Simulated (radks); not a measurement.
Values are calculated unless marked as measured or tabulated.
Ionisation of the zirconium ion Zr2+, [Kr] 4d2, to [Kr] 4d1 as the strength of local exchange is varied. Code: a radial shooting solver on a logarithmic mesh with Libxc functionals. Model: scalar-relativistic Kohn-Sham, Slater X-alpha exchange (alpha = 2/3 is LDA exchange), no correlation, spin-unpolarised, spherical densities, point nucleus.

alpha  E(Zr2+) (hartree)  exchange (hartree)  IE (eV)  -e of the level emptied (eV)  <r> of it (bohr)
0.573        -3575.37942           -90.68427   20.187                   15.101 (4d)             2.117
0.667        -3590.30704          -105.97783   21.463                   16.225 (4d)             2.043
0.728        -3600.02561          -115.96500   22.323                   16.988 (4d)             1.999
0.749        -3603.37707          -119.41460   22.624                   17.257 (4d)             1.984
0.783        -3608.80948          -125.01203   23.119                   17.699 (4d)             1.961
0.972        -3639.14736          -156.40535   26.004                   20.305 (4d)             1.844

NIST Atomic Spectra Database: 23.170 eV (semi-empirical). The Delta-SCF value meets it near alpha = 0.79. Spin polarisation and multiplet splitting are left out, so open shells lie too high by an amount that depends on their filling.

Beside tabulated values, note that spin-unpolarised runs miss the spin-polarisation part of the exchange energy of open shells.
